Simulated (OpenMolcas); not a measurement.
Ru2+ (d6) among equal point charges was computed by CASSCF with the d shell active (OpenMolcas, ANO-RCC-VDZP on the metal). Its lowest spin-free states, and all those of the highest spin:

```json
{"2S+1": "5", "Degeneracy": "2", "E (cm-1)": "0.0"}
{"2S+1": "5", "Degeneracy": "1", "E (cm-1)": "1221"}
{"2S+1": "5", "Degeneracy": "1", "E (cm-1)": "3210"}
{"2S+1": "5", "Degeneracy": "1", "E (cm-1)": "6093"}
{"2S+1": "3", "Degeneracy": "2", "E (cm-1)": "14571"}
{"2S+1": "3", "Degeneracy": "1", "E (cm-1)": "15658"}
{"2S+1": "3", "Degeneracy": "1", "E (cm-1)": "16133"}
{"2S+1": "3", "Degeneracy": "2", "E (cm-1)": "17019"}
{"2S+1": "3", "Degeneracy": "1", "E (cm-1)": "17429"}
{"2S+1": "3", "Degeneracy": "2", "E (cm-1)": "17975"}
{"2S+1": "3", "Degeneracy": "1", "E (cm-1)": "19247"}
{"2S+1": "3", "Degeneracy": "1", "E (cm-1)": "19672"}
```

Question: Is the site octahedral, tetrahedral or cube-like, axial, or of lower symmetry?

Answer: The states with 2S+1 = 5 have orbital degeneracies 2, 1, 1, 1. There are pairs but no triples, so the site is axial: not cubic, but with a proper or improper axis of order three or more. The run had Ru2+ among 6 point charges of -0.8 e arranged as a tetragonal octahedron (D4h), 2.09 Å from the ion, with the axial distance 2.341 Å.

An orbital doublet at a regular site is open to a Jahn-Teller distortion, which this geometry leaves out. Without dynamic correlation the repulsion within the d shell is too large (B by tens of per cent), so at a given field states of lower spin stand too high. Point charges give a weaker field than real ligands, and real ions of this kind are as a rule low spin; the high spin found here belongs to the model. This is an electrostatic model: the charges have no orbitals. No measured value stands beside these numbers.
